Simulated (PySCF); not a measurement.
TaSCl₃, SMILES [S]=[Ta]([Cl])([Cl])[Cl], multiplicity 1.

Coordinates come from a B3LYP-D3(BJ)/def2-SVP optimisation. The multiplicity is an assumed one; no other spin state was optimised. The structure was generated by enumeration; whether it is a known compound was not checked. The def2 effective core potentials stand for the cores of Ta; spin–orbit coupling is left out.

Level of theory: TDDFT-PBE/def2-SVPD run with PySCF.

Vertical excitations; the highest root listed may be one member of a degenerate set. Gas-phase values at a fixed geometry. State labels are in the subgroup Cs.

Problem. Estimate the UV-visible absorptions. (An estimate is asked for; the answer gives what the named calculation found.)

Solution. 
| state | symmetry | energy (eV) | λ (nm) | f | main pairs |
|---|---|---|---|---|---|
| S1 | A" | 3.40 | 364 | 0.000 | HOMO−1→LUMO 50 %, HOMO→LUMO+1 50 % |
| S2 | A' | 3.53 | 351 | 0.003 | HOMO→LUMO, HOMO−1→LUMO+1 (degenerate set) |
| S3 | A" | 3.53 | 351 | 0.003 | HOMO→LUMO+1, HOMO−1→LUMO (degenerate set) |
| S4 | A' | 3.62 | 343 | 0.012 | HOMO−1→LUMO+1 44 %, HOMO→LUMO 44 % |
| S5 | A' | 4.38 | 283 | 0.000 | HOMO−2→LUMO (degenerate set) |
| S6 | A" | 4.38 | 283 | 0.000 | HOMO−2→LUMO+1 (degenerate set) |
| S7 | A" | 4.48 | 276 | 0.000 | HOMO−1→LUMO+2 50 %, HOMO→LUMO+3 50 % |
| S8 | A' | 4.68 | 265 | 0.001 | HOMO→LUMO+2, HOMO−1→LUMO+3 (degenerate set) |
| S9 | A" | 4.68 | 265 | 0.001 | HOMO→LUMO+3, HOMO−1→LUMO+2 (degenerate set) |
| S10 | A" | 4.84 | 256 | 0.000 | HOMO−1→LUMO+4 80 %, HOMO−3→LUMO 18 % |
| T1 | A' | 3.08 | 402 | 0 | HOMO−1→LUMO+1 47 %, HOMO→LUMO 47 % |
| T2 | A" | 3.21 | 386 | 0 | HOMO→LUMO+1, HOMO−1→LUMO (degenerate set) |
| T3 | A' | 3.21 | 386 | 0 | HOMO→LUMO, HOMO−1→LUMO+1 (degenerate set) |
| T4 | A" | 3.33 | 373 | 0 | HOMO−1→LUMO 50 %, HOMO→LUMO+1 50 % |
Triplets are in the Tamm–Dancoff approximation, which puts them higher than full response would, so one can lie above its singlet here.
